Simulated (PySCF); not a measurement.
H5P, SMILES [H][P@TB7]([H])([H])([H])[H]. Atoms are numbered in the order given.

```xyz
6

P      0.0000     0.0000     0.0000
H      0.0000     0.0000     1.4812
H      0.0000     0.0000    -1.4812
H      1.4274     0.0000     0.0000
H     -0.7137     1.2362     0.0000
H     -0.7137    -1.2362     0.0000
```

Geometry optimised at PBE0-D3(BJ)/def2-TZVPD.

The numbers are results of CAM-B3LYP/def2-TZVPD run with PySCF, not measurements.

ESP charges are fitted to the potential on shells at 1.4 to 2.0 van der Waals radii. Atomic charges (e):

```
atom  ESP fit  meta-Löwdin
----  -------  -----------
P1       0.38            …
H2      -0.20            …
H3      -0.20            …
H4       0.00            …
H5       0.00            …
H6       0.00            …
```

**Question.** Some entries are withheld; supply them. (An estimate is asked for; the answer gives what the named calculation found.)

**Answer.** 
- P1, meta-Löwdin: 0.53
- H2, meta-Löwdin: -0.21
- H3, meta-Löwdin: -0.21
- H4, meta-Löwdin: -0.04
- H5, meta-Löwdin: -0.04
- H6, meta-Löwdin: -0.04
